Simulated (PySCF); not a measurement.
Precursor series Cd Cl-OH. All species are isolated molecules in the gas phase. One relaxed conformer stands for each flexible species; it need not be the lowest.

The HOMO from two functionals at the same geometries (TPSS-D3(BJ)/def2-SVP), both in PySCF: PBE-D3(BJ)/def2-TZVP and TPSSh-D3(BJ)/def2-TZVP. 

```csv
species,TPSSh-D3(BJ)/def2-TZVP (eV)
0 of 2 Cl replaced by OH ([Cd(Cl)2]),-8.15
1 of 2 Cl replaced by OH ([Cd(Cl)(OH)]),-7.47
2 of 2 Cl replaced by OH ([Cd(OH)2]),-6.94
```

### Question
What does PBE-D3(BJ)/def2-TZVP give for each?

### Answer

- 0 of 2 Cl replaced by OH ([Cd(Cl)2]): -7.52
- 1 of 2 Cl replaced by OH ([Cd(Cl)(OH)]): -6.77
- 2 of 2 Cl replaced by OH ([Cd(OH)2]): -6.22
Over these rows, drawn at random from the members with no instability flagged (it was tested for open shells, ions and some series alone), PBE minus TPSSh-D3(BJ): mean +0.68 eV, from +0.63 eV to +0.71 eV.
